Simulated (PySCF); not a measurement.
**Calculated NMR parameters of C=C(CO)C(=O)NC**

```
Formula                               : C5H9NO2
SMILES                                : C=C(CO)C(=O)NC
InChI                                 : InChI=1S/C5H9NO2/c1-4(3-7)5(8)6-2/h7H,1,3H2,2H3,(H,6,8)
Point group of the computed structure : C1
Degrees of unsaturation               : 2
Carbon signals                        : 5
Proton signals                        : 6
```

Numbering as in the mapped SMILES `[CH2:1]=[C:2]([CH2:3][OH:4])[C:5](=[O:6])[NH:7][CH3:8]`; H(Xn) means a hydrogen on atom n. Ha(C1) is cis to C3; Hb(C1) is trans to C3.

One computed conformer, rapidly exchanging positions averaged, non-relativistic, no solvent model. GFN2-xTB geometry; PBE0/pcSseg-1 with gauge-including orbitals; PySCF 2.14.0 with density-fitted response routines.

Shifts are taken against calculated references (same method and geometry level): $^{1}$H (σ = 31.72 ppm), $^{13}$C (σ = 186.93 ppm) against TMS; $^{15}$N (σ = 267.73 ppm) vs NH3; $^{17}$O (σ = 336.08 ppm) against H2O.

| carbon | δC, type | δH (multiplicity) | HMBC from (2–3 bonds) | span of the C tensor (ppm) |
| --- | --- | --- | --- | --- |
| C1 | 134.4, CH2 | Hb(C1) 6.61 (br s); Ha(C1) 5.78 (br s) | H(C3) | 219 |
| C2 | 148.2, C | – | Hb(C1), Ha(C1), H(C3) | 226 |
| C3 | 70.1, CH2 | 4.62 (s) | Hb(C1), Ha(C1) | 50 |
| C5 | 168.6, C | – | Hb(C1), Ha(C1), H(C3), H(C8) | 162 |
| C8 | 25.7, CH3 | 3.17 (d) | – | 54 |

Other nuclei:
| atoms | nucleus | environment | δ (ppm) | σ (ppm) |
| --- | --- | --- | --- | --- |
| H(N7) | $^{1}$H | hydrogen on an amide-type nitrogen | 6.85 | 24.86 |
| H(O4) | $^{1}$H | hydrogen on an alcohol oxygen | 0.82 | 30.90 |
| N7 | $^{15}$N | amide-type nitrogen | 120.7 | 147.0 |
| O6 | $^{17}$O | amide-type carbonyl oxygen | 380.8 | -44.7 |
| O4 | $^{17}$O | alcohol oxygen | 31.8 | 304.3 |

1. Carbon types of the structure: 2 × C, 2 × CH2, 1 × CH3, leaving 2 H on heteroatoms.
2. δC 168.6: amide carbonyl carbon; lone-pair donation from the attached heteroatom keeps it upfield of a ketone carbonyl.
3. δC 148.2: α carbon of a C=C–C=O unit; the olefinic region.
4. δC 134.4: β carbon of a C=C–C=O unit; conjugation with the carbonyl draws π density from the β position.
5. δC 70.1: allylic sp3 CH2 bonded to O; deshielded by the electronegative neighbour.
6. δH 3.17: hydrogen on a methyl carbon bonded to N; its carbon carries N, an electronegative neighbour.

OH and NH positions are those of a molecule without intermolecular hydrogen bonds; in solution they move with solvent, concentration and temperature, and exchange usually removes their couplings. Amide-type NH protons are broadened by 14N but still split neighbouring CH signals. Shifts are as computed. Against solution values, carbons near 30 ppm lie about +3 ppm off and those near 130 ppm about +5 ppm (rms about the fit 2.1 ppm; single classes can miss by 10 ppm). Of 1328 compounds with measured shifts, 309 miss one by over three times the rms of a fit or turn the order of signals round; such compounds aren't used in these exercises. Signals without a measured value on file couldn't be tested in this way; 1H shifts scatter by 0.2 ppm about their fit, and single ones miss by 0.5 ppm. Hydrogen bonding in solution shields acid and N–H amide carbonyl oxygens by tens of ppm. Hydrogen bonding in solution deshields acid and N–H amide carbonyl carbons by as much as 10 ppm beyond these values. Unscaled 17O shifts of doubly bonded oxygen tend to come out too high, by tens of ppm or more. Experimental scales use liquid or dissolved standards, which lie at an offset from isolated NH3 (liquid NH3: subtract about 20 ppm) and H2O (liquid H2O: subtract about 36 ppm). No couplings were computed; multiplicities are counted from neighbouring protons, with m where these are inequivalent, close in shift, in a saturated or five-membered ring or joined by F or P, and br s for small geminal =CH2 splittings.
